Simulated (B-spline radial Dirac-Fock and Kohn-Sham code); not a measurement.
Mg: computed levels beside tabulated edges

Model: multi-electron Dirac-Fock with separately optimised hole states, Breit and Lamb-shift corrections added in first order. Program: an atomic code on a B-spline grid. No correlation.

Two models are given for [Ne] 3s2. In the first the electron is removed to infinity. In the second it is placed in the 3p shell, so that the atom stays neutral; this mimics a hole screened by valence charge, or the onset of absorption below the ionisation limit. The tabulated edges (Elam, Ravel and Sieber, Radiat. Phys. Chem. 63, 121 (2002)) refer to the element in its standard state, with the Fermi level as zero for a metal.

```
level  ionised (eV)  screened (eV)  tabulated (eV)
   1s        1310.8         1305.2          1303.0
   2s         97.82          92.31           88.60
2p1/2         56.57          51.12           49.60
2p3/2         56.30          50.86           49.21
```

Problem. Which of the two models lies closer to the table on average?

Solution. The screened model lies closer: the mean absolute deviations are 7.8 eV (ionised) and 2.3 eV (screened). Screening lowers the levels by 5.5 eV on average.
